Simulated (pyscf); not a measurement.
## H₃C–CH(CH₃)–O• (SMILES CC(C)[O]), doublet

Gas-phase minimum from PySCF at ωB97X-D3(BJ)/def2-SVP, one conformer. H₃C–CH(CH₃)–O• lies 5.1 kcal/mol over its isomer H₃C–CH₂–CH•–OH, and others may lie lower still (electronic energy, ωB97M-D3(BJ)). 

SMILES: CC([O])C
```xyz
11

C      0.6471     0.1319     0.5928
C     -0.2653     0.4030    -0.6089
C     -0.9209     1.7884    -0.5815
O     -1.1709    -0.6020    -0.8179
H      1.0978    -0.8679     0.5091
H      1.4491     0.8833     0.6608
H      0.0604     0.1700     1.5246
H      0.3596     0.3377    -1.5353
H     -1.5603     1.8825     0.3109
H     -1.5495     1.9281    -1.4731
H     -0.1631     2.5865    -0.5470
```
Charge 0, spin multiplicity 2.

Bond lengths (Å): C1–C2 1.533, C1–H5 1.100, C1–H6 1.101, C1–H7 1.102, C2–C3 1.533, C2–O4 1.369, C2–H8 1.119, C3–H9 1.102, C3–H10 1.100, C3–H11 1.101. Bond angles (°): C2–C1–H5 110.2, C2–C1–H6 111.2, C2–C1–H7 109.9, H5–C1–H6 109.1, H5–C1–H7 108.3, H6–C1–H7 108.2, C1–C2–C3 113.6, C1–C2–O4 112.6, C1–C2–H8 107.8, C3–C2–O4 112.5, C3–C2–H8 107.8, O4–C2–H8 101.5, C2–C3–H9 109.9, C2–C3–H10 110.2 (the first ones only).

Properties at ωB97X-D3(BJ)/def2-SVP:

- Harmonic wavenumbers, unscaled: 200, 243, 361, 407, 458, 836, 899, 923, 1007, 1052, 1148, 1185, 1208, 1292, 1381, 1402, 1460, 1468, 1474, 1487, 2918, 3067, 3072, 3164, 3168, 3180, 3182 cm⁻¹
- Zero-point energy: 59.5 kcal/mol
- Rotational symmetry number: 1
- Entropy of this conformer at 298 K and 1 atm, rigid rotor and harmonic oscillator, modes under 100 cm⁻¹ raised to 100: 298.9 J/(mol K)
- Dipole moment: 1.98 D
- Spin expectation value S2: 0.753

Single-point totals, which compare only within one level:

```json
[
 {"level": "ωB97X-D3(BJ)/def2-TZVP", "total energy (hartree)": "-193.84236"},
 {"level": "PBE/def2-TZVP", "total energy (hartree)": "-193.51230"},
 {"level": "r²SCAN/def2-TZVP", "total energy (hartree)": "-193.65002"},
 {"level": "B3LYP-D3(BJ)/def2-TZVP", "total energy (hartree)": "-193.78079"},
 {"level": "PBE0-D3(BJ)/def2-TZVP", "total energy (hartree)": "-193.53926"},
 {"level": "M06-2X/def2-TZVP", "total energy (hartree)": "-193.66401"},
 {"level": "ωB97M-D3(BJ)/def2-TZVP", "total energy (hartree)": "-193.80437"}
]
```

Soft torsions are taken as harmonic, which can shift the entropy by several J/(mol K).
